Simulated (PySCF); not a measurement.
Compound: C8H7FSi.
Bonds: F1–C2, C2–C3 (aromatic), C3–C4 (aromatic), C4–C5 (aromatic), C5–C6 (aromatic), C6–C7 (aromatic), C7–C8, C8–C9 (double), C9–Si10, C2–C7 (aromatic), C6–Si10. Hydrogens: H11 on C3; H12 on C4; H13 on C5; H14 on C8; H15 on C9; H16, H17 on Si10.

The same species was optimised twice, with GFN2-xTB and with PBE0-D3(BJ)/def2-SVP (PySCF), and the same property calculations (PySCF, gas phase) were run on both structures.

```
    coordinate  GFN2-xTB  PBE0-D3(BJ)/def2-SVP  change
     F1–C2 (Å)     1.355                 1.334  -0.021
     C7–C8 (Å)     1.455                 1.472  +0.017
   C9–Si10 (Å)     1.884                 1.872  -0.012
     C8=C9 (Å)     1.338                 1.350  +0.012
     C5–C6 (Å)     1.379                 1.391  +0.012
     C4–C5 (Å)     1.389                 1.400  +0.011
     C3–C4 (Å)     1.383                 1.393  +0.010
     C6–C7 (Å)     1.406                 1.415  +0.009
     C2–C7 (Å)     1.386                 1.393  +0.007
   C6–Si10 (Å)     1.891                 1.885  -0.006
     C2–C3 (Å)     1.385                 1.391  +0.006
C6–Si10–C9 (°)      89.1                  92.3    +3.2
C8–C9–Si10 (°)     110.8                 108.4    -2.4
C7–C6–Si10 (°)     108.5                 106.2    -2.3
C5–C6–Si10 (°)     131.7                 133.6    +1.9
  C7–C8–C9 (°)     116.3                 117.1    +0.8
  C6–C7–C8 (°)     115.3                 116.0    +0.7
  C2–C7–C8 (°)     126.0                 125.3    -0.7
  C4–C5–C6 (°)     120.4                 119.9    -0.5
```

Rotational constants: A = 1986, B = 1061, C = 697.3 MHz (GFN2-xTB) against A = 1966, B = 1061, C = 694.7 MHz (PBE0-D3(BJ)/def2-SVP). Point groups within 0.08 Å: Cs and Cs. Atoms that the bonding makes alike are paired by their places after alignment.

On the GFN2-xTB structure: HOMO (eV) -6.74 [PBE0/pcSseg-1]; LUMO (eV) -1.59 [PBE0/pcSseg-1]; dipole (D) 1.39 [PBE0/pcSseg-1]; GIAO shielding of F1 (ppm) 297.1 [PBE0/pcSseg-1]; GIAO shielding of C2 (ppm) 18.6 [PBE0/pcSseg-1]; GIAO shielding of C3 (ppm) 63.6 [PBE0/pcSseg-1]; GIAO shielding of C4 (ppm) 52.6 [PBE0/pcSseg-1]; GIAO shielding of C5 (ppm) 51.8 [PBE0/pcSseg-1]; GIAO shielding of C6 (ppm) 43.6 [PBE0/pcSseg-1]; GIAO shielding of C7 (ppm) 44.7 [PBE0/pcSseg-1]; GIAO shielding of C8 (ppm) 32.9 [PBE0/pcSseg-1].

Problem. What do these properties become on the PBE0-D3(BJ)/def2-SVP structure?

Solution. 
| property | level | on GFN2-xTB | on PBE0-D3(BJ)/def2-SVP | change |
| --- | --- | --- | --- | --- |
| HOMO (eV) | PBE0/pcSseg-1 | -6.74 | -6.78 | -0.04 |
| LUMO (eV) | PBE0/pcSseg-1 | -1.59 | -1.67 | -0.08 |
| dipole (D) | PBE0/pcSseg-1 | 1.39 | 0.99 | -0.40 |
| energy, GFN2-xTB geometry as zero (kcal/mol) | PBE0/pcSseg-1 | 0.0 | -1.3 | -1.3 |
| GIAO shielding of F1 (ppm) | PBE0/pcSseg-1 | 297.1 | 297.7 | +0.6 |
| GIAO shielding of C2 (ppm) | PBE0/pcSseg-1 | 18.6 | 18.9 | +0.3 |
| GIAO shielding of C3 (ppm) | PBE0/pcSseg-1 | 63.6 | 61.8 | -1.8 |
| GIAO shielding of C4 (ppm) | PBE0/pcSseg-1 | 52.6 | 49.5 | -3.1 |
| GIAO shielding of C5 (ppm) | PBE0/pcSseg-1 | 51.8 | 50.5 | -1.3 |
| GIAO shielding of C6 (ppm) | PBE0/pcSseg-1 | 43.6 | 43.6 | 0.0 |
| GIAO shielding of C7 (ppm) | PBE0/pcSseg-1 | 44.7 | 42.7 | -2.0 |
| GIAO shielding of C8 (ppm) | PBE0/pcSseg-1 | 32.9 | 29.1 | -3.8 |

The heavy atoms differ by 0.025 Å rms after alignment. Among bonds between heavy atoms F1–C2 changes most (-0.021 Å). Changes are differences of the printed values. Neither structure is proved a minimum here.
